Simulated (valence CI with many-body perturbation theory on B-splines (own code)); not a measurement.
# Questions on La⁸⁺

Level of theory: relativistic CI+MBPT: three valence electrons over a frozen Dirac-Fock core [Kr] 4d10, a basis of 8 s, 8 p, 9 d, 9 f, 6 g, 3 h, 2 i functions for each j, with the one-electron correlation potential Σ1 (screened to all orders), the two-electron term Σ2, the three-electron term Σ3, Breit, model QED; selected single and double excitations, second order for the rest, scaled by the run's own slope (own B-spline code, finite nucleus).

No measured spectrum was set against this ion. As an estimate, levels hold to about 250 cm⁻¹ or 0.2 % of their energy and the worst to 1 %, as in measured heavy ions of charge 2 to 7; those with d or f electrons hold less well. Core correlation moves these levels by up to 33000 cm⁻¹, and in measured spectra 5 to 20 % of such shifts remained as error; rates that hang on mixing are uncertain with them.

Rates and lifetimes use the calculated energies. Strong lines usually hold to 10 to 20 %, long lifetimes can be off by a factor of two.

What is the ground level?

5s2.5p 2P°_1/2, composition 98 % 5s2.5p 2P°, g = 0.665.

What are the static dipole polarisabilities of the lowest levels?

5s2.5p 2P°_1/2 3.00; 5s2.5p 2P°_3/2 3.15 (tensor 0.17) bohr³, of which the core gives 0.491.

What is the ionisation energy?

120.58 eV; NIST lists 119 ± 2.2 eV (theoretical).

How well does LS coupling describe the low levels?

Among the lowest 20 levels the leading LS term, summed over configurations, holds 70 % on average. For single configurations the figures are 69 % in LS and 74 % in jj coupling. Terms mix most in the J = 7/2 level at 234270 cm⁻¹, where the leading one holds 38 %.

Where does the other parity begin?

At 5s.5p2 4P_1/2, 127430 cm⁻¹.
